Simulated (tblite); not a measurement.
CH₁₀OSSi₄.
Geometry (GFN2-xTB, Å), atoms numbered from 1 in this order:
```
atom  x, y, z in Å
O1    -2.1821    0.0358    1.9915
Si2   -1.8464    1.2326    0.9289
Si3   -0.2148   -0.0210   -0.1300
Si4   -0.8911   -2.1942   -0.7332
Si5    2.0441    0.2509    0.5058
C6     2.2382    0.9574   -1.2655
S7     0.5350    1.0189   -1.9415
H8    -2.8508    0.1355    2.6634
H9    -3.0695    1.5886    0.1980
H10   -1.4729    2.4470    1.6704
H11    0.2063   -3.0544   -1.1937
H12   -1.9125   -2.2246   -1.7858
H13   -1.4654   -2.8316    0.4539
H14    2.4514    1.2680    1.4852
H15    2.9489   -0.8925    0.6849
H16    2.6446    1.9649   -1.3138
H17    2.8300    0.3307   -1.9296
```

Level: GFN2-xTB in tblite, geometry and Hessian alike; calculated harmonic values, unscaled, isolated species. Against measured fundamentals such values can be off by several per cent, at times by over 20. Modes of hydrogen on silicon can be 10 to 20 % off. One conformer, not necessarily the lowest.

Harmonic wavenumbers (cm⁻¹): 42.0, 50.0, 52.5, 66.7, 76.8, 98.4, 112.9, 178.7, 273.1, 316.7, 328.2, 342.7, 386.5, 399.7, 414.1, 439.4, 470.4, 506.1, 523.3, 592.5, 601.4, 684.3, 693.6, 714.4, 747.2, 756.3, 792.4, 798.8, 810.9, 834.3, 840.8, 863.6, 1039.8, 1157.4, 1460.7, 2153.6, 2182.7, 2192.5, 2200.8, 2209.0, 2221.5, 2242.0, 2981.2, 2998.4, 3660.9.

A = 1170, B = 732.0, C = 630.6 MHz; mass 181.953 u (most abundant isotopes); point group C1, symmetry number 1.

Zero-point energy?

½Σν̃ = 21755 cm⁻¹ = 62.20 kcal/mol.

Give the ideal-gas entropy at 200 K and 1 bar in the rigid-rotor, harmonic-oscillator model (classical rotation).

Translation 39.54, rotation 29.58, vibration 32.16: S = 101.3 cal/(mol K).

And Cp and H(200 K) − H(0)?

Cp = 38.60 cal/(mol K), of which vibrations give 30.65 (their classical limit is 45 R = 89.4); H(200 K) − H(0) = 4.87 kcal/mol without the zero-point energy, 3.28 from vibrations.

Blend soft modes into free rotors: weight 1/[1 + (100 cm⁻¹/ν̃)⁴] for the oscillator and the rest for a rotor with moment μB/(μ + B), μ = h/(8π²ν), B = 10⁻⁴⁴ kg m². What vibrational entropy results?

28.57 cal/(mol K) in place of 32.16, which changes −T·S at 200 K by +0.72 kcal/mol.

Which modes carry the vibrational entropy at 200 K?

42.0 cm⁻¹: 4.37; 50.0 cm⁻¹: 4.03; 52.5 cm⁻¹: 3.93; 66.7 cm⁻¹: 3.47; 76.8 cm⁻¹: 3.19; 98.4 cm⁻¹: 2.71 cal/(mol K); the other 39 give 10.45 together.

How do the functions run with temperature in this model?

```csv
T (K),S (cal/(mol K)),Cp (cal/(mol K)),H − H(0) (kcal/mol),G − H(0) (kcal/mol),ln q(vib)
150,91.2,31.6,3.11,-10.57,5.83
250,110.6,44.9,6.96,-20.69,9.96
298.15,119.0,50.1,9.25,-26.21,11.87
400,134.9,58.6,14.81,-39.16,15.71
600,160.9,69.1,27.67,-68.85,22.56
900,190.9,78.6,49.96,-121.81,31.31
```

q(vib) and H(0) count from the zero-point level.

Hindered rotation and anharmonicity are outside this model. Other conformers, if any are populated, would add a mixing term that is left out. The structure is chiral; the term R ln 2 for an equal mix with its mirror image is left out.

On one thread of an Arm Neoverse V1, no GPU, shared host with 32 logical CPUs at a one-minute load of 15, this took 1.0 s. This covers the Hessian and the dipole derivatives.
